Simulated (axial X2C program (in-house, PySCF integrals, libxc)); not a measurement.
## AlSb at several levels of theory

All values were computed with an in-house all-electron X2C program for linear molecules (integrals from PySCF). Spin-free means the one-electron spin-free X2C Hamiltonian. Basis: Sb dyall-cv3z [11s12p8d4f1g], Al dyall-v3z [8s8p2d1f] (cores contracted in-house); Gaussian nuclei, density fitting, unrestricted open shells. Masses: Sb 120.904 u, Al 26.982 u.

Input file and command:
```json
{"zs": [51, 13], "q": 0, "bas": ["dyall-cv3z", "dyall-v3z"], "levels": ["PBE0", "HF", "BLYP"], "cc": true, "r0": 2.66, "thr": -1.0, "nmax": 90, "npts": 10, "nst": 2, "ntry": 6}
```
```bash
python so2c.py task.json out
```

Keys: zs atomic numbers; q charge; bas basis sets; levels methods; cc coupled cluster on or off; r0 starting distance in Å; thr threshold in hartree for freezing inner shells (an s shell follows its p shell); nmax most natural virtual spinors; npts points on the curve; nst determinants followed; ntry starts of the search. HF also brings MP2.

State, spin-free: M_S = 1, Λ = 0 (beyond evenly filled blocks: π+α, π-α); electrons by block: σα: 15, σβ: 15, π+α: 7, π+β: 6, π-α: 7, π-β: 6, δ+α: 2, δ+β: 2, δ-α: 2, δ-β: 2. Fragments: Sb + Al.

```tsv
Hamiltonian	level	Re (Å)	ωe (cm⁻¹)	ωexe (cm⁻¹)	Be (cm⁻¹)	De (eV)	D0 (eV)	μ (D)
spin-free	PBE0	2.756	254.3	0.763	0.1006	1.87	1.85	0.85
spin-free	HF	2.782	248.7	n/a	0.09873	0.796	0.781	1.36
spin-free	MP2	2.760	257.4	0.407	0.1003	1.55	1.53	n/a
spin-free	CCSD	2.764	255.0	0.855	0.1	1.58	1.56	n/a
spin-free	CCSD(T)	2.767	253.7	0.855	0.09983	1.66	1.64	n/a
spin-free	BLYP	2.815	231.9	0.767	0.09642	1.92	1.91	1.03
```

Correlated methods: 8 electrons correlated (number of frozen shells: Sb 4 s, 3 p, 2 d; Al 2 s, 1 p), 230 virtual spin orbitals or spinors in MP2, 89 natural virtuals in coupled cluster.

Dipoles are positive if Al is the positive end.

Occupations by symmetry block were frozen at the best pattern of an incomplete PBE0 search. Dissociation energies refer to the lowest single-determinant-based atoms at the same level and basis. CCSD and (T) use frozen natural virtuals with an MP2 correction for the truncation; (T) itself is uncorrected, so its De runs slightly low. Other states lie close and PBE0, whose exact exchange favours high spin, may order them wrongly; the determinant shown need not be the ground state. The nearest other spin-free determinant of the search, M_S = 1, Λ = 1, lies 0.16 eV up at the distance of the search. At some level and bond length an empty orbital lies below a filled one. With the outer-core shells frozen, correlated bond lengths of heavy atoms tend to come out a few hundredths of an ångström too long.

No reliable constants came from BLYP (2c), CCSD (2c), CCSD(T) (2c), HF (2c), MP2 (2c), PBE0 (2c): no minimum in range, unconverged points, a curve that is not smooth, a change of character along it, or the two Hamiltonians disagreeing along it.

The whole task took 99 s on 1 thread of AMD EPYC 9B14 (Zen 4), on a shared host.
